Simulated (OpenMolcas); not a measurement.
**F3+: Slater's ratio, the spin-orbit constant, worked from levels**

| Quantity | Value |
| --- | --- |
| Program | OpenMolcas 26.06 |
| Basis | ANO-RCC [8s7p4d3f2g] |
| Scalar Hamiltonian | DKH2, point nucleus |
| Active space | 4 electrons in 8 orbitals (2s 2p 3s 3p) |
| State averaging | 2S+1 = 3 even, 3 roots; 2S+1 = 1 even, 6 roots; 2S+1 = 5 odd, 1 root; 2S+1 = 3 odd, 9 roots; 2S+1 = 1 odd, 8 roots |
| Spin-orbit coupling | state interaction with AMFI integrals over the reference wave functions, term energies averaged over their components |

Methods: CASSCF; SS-CASPT2, IPEA 0.25 Eh, imaginary shift 0.1 Eh (closed shells correlated: 1s). Measured levels: Moore, Atomic Energy Levels, vol. I, NSRDS-NBS 35 (1971 reprint of NBS Circular 467, 1949).

**Slater's ratio.** With one set of orbitals, p2 has ¹D - ³P = 6 F2 and ¹S - ¹D = 9 F2 (F2 = F²/25), a ratio of 3/2. Term energies are centres of gravity, weighted by 2J + 1.

| Source | ¹D - ³P | ¹S - ³P | F2 from the first | Ratio |
| --- | --- | --- | --- | --- |
| CASSCF | 27478 | 49118 | 4580 | 0.788 |
| SS-CASPT2 | 25047 | 52840 | 4174 | 1.110 |
| measured | 24825 | 53128 | 4138 | 1.140 |

Energies in cm-1. A ratio away from 3/2 shows effects beyond one configuration with one set of orbitals, and in heavier atoms second-order spin-orbit shifts. In CASSCF the valence s occupation is 1.88 in ¹S against 1.97 in ¹D: mixing out of s² acts most on ¹S and pulls it down.

**The spin-orbit constant.** For the Hund term ³P of p2, E(J) = (A/2) J(J+1) + constant and ζ = 2S·A = 2A. From J = 0 to J = 2 the energy changes by 3 A.

```json
{"Source": "CASSCF", "E(2) - E(0)": "637.4", "A": "212.5", "ζ": "425"}
{"Source": "SS-CASPT2", "E(2) - E(0)": "636.5", "A": "212.2", "ζ": "424"}
{"Source": "measured", "E(2) - E(0)": "613.4", "A": "204.5", "ζ": "409"}
```

All in cm-1. SS-CASPT2 is off by +3.8 % and CASSCF by +3.9 %. Both methods take the spin-orbit matrix elements from the reference wave functions, so the second can move ζ only through the term energies and any multistate remixing. Second-order mixing with other terms is absorbed into this ζ.

Active for correlation alone: 3p 3s; no level in the range computed is led by a configuration that fills them, so any true level of that kind is missing. Measured partners are found by configuration, term and J. A level has none where our copy of the source lacks it or the pairing is in doubt (some pairs that miss far off the trend of their configuration count as doubtful), and it then counts in no deviation. Levels of configurations outside the active space are missing.
